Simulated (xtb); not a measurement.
Si(OSiH3)2(NHSiH3)(Me) (CH13NO2Si4), SMILES C[Si](N[SiH3])(O[SiH3])O[SiH3]. All values are semi-empirical tight-binding results from xtb (GFN2-xTB unless named), good for trends rather than for accurate numbers. Coordinates come from a GFN2-xTB optimisation. One conformer was computed; it need not be the lowest.

Optimised geometry:

```xyz
21

C      1.4334     0.2353    -2.1598
Si     0.5430     0.1859    -0.4975
N      1.4576    -0.5500     0.7684
Si     1.6409    -2.2415     1.0645
O      0.2210     1.6939     0.0154
Si    -0.9118     2.7505     0.4802
O     -0.8381    -0.6394    -0.7082
Si    -2.2778    -1.0157    -0.0728
H      0.7992     0.6406    -2.9416
H      1.7354    -0.7623    -2.4594
H      2.3256     0.8493    -2.1018
H      1.7898     0.0784     1.4791
H      2.1055    -2.8734    -0.1721
H      2.6461    -2.3239     2.1275
H      0.3887    -2.8735     1.4980
H     -1.6799     2.1929     1.5947
H     -0.1127     3.9067     0.8784
H     -1.7862     3.0396    -0.6565
H     -3.2260     0.0222    -0.4833
H     -2.2034    -1.0873     1.3880
H     -2.5676    -2.3175    -0.6703
```

```json
{
  "orbital_gap": "5.24 eV",
  "dipole_moment": "0.39 D",
  "zero_point_energy": "83.8 kcal/mol",
  "G − E(el) at 298.15 K (modified RRHO)": "55.9 kcal/mol",
  "static polarisability (D4 model)": "145.9 bohr³",
  "solvation energy, GFN2-xTB/ALPB(water)": "1.1 kcal/mol",
  "solvation energy, GFN2-xTB/ALPB(benzene)": "-4.5 kcal/mol"
}
```

Give the atomic charges and the Wiberg bond orders between heavy atoms. (The exact figures need the calculation; the answer reports its results.)

charges (e) C1 -0.21, Si2 0.66, N3 -0.46, Si4 0.49, O5 -0.47, Si6 0.52, O7 -0.47, Si8 0.52, H9 0.04, H10 0.03, H11 0.04, H12 0.16, H13 -0.10, H14 -0.10, H15 -0.10, H16 -0.10, H17 -0.09, H18 -0.10, H19 -0.09, H20 -0.10, H21 -0.09. Bond orders C1–Si2 0.86, Si2–N3 1.04, N3–Si4 1.05, Si2–O5 1.03, O5–Si6 1.08, Si2–O7 1.05, O7–Si8 1.07.
